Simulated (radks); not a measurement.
The germanium ion Ge30+, configuration [He].

Calculated with a radial shooting solver on a logarithmic mesh with Libxc functionals: scalar-relativistic Kohn-Sham, PBE, spin-unpolarised, spherical densities, finite nucleus; Fermi nuclear charge, rms radius 4.0742 fm.

Energy parts (eV):
part                      energy
total                 -27693.427
kinetic                28468.161
electron-nucleus      -56719.276
Hartree                 1097.626
exchange-correlation    -539.938

Orbitals (lengths in bohr, moments of r in powers of bohr; <r^-3> diverges for s and p1/2; r(max) is where P^2 peaks):
orbital,occ.,eigenvalue (eV),<r^2>,r(max),<r^-3>
1s,2,-13371.93,0.002917,0.03063,-
2s,0,-3234.671,0.04212,0.1646,-
2p,0,-3160.349,0.03127,0.1285,1301

The highest occupied level is 1s at -13371.9 eV. The electron density at the nucleus is 2.908e+04 e/bohr^3 (large components only). For comparison, the ionisation energy in NIST's Atomic Spectra Database is 13557.4 eV (theoretical). In exact Kohn-Sham theory the highest level is minus the ionisation energy, but local and semilocal functionals leave it too shallow, through self-interaction and a potential that decays too fast; potentials with the right tail come closer.
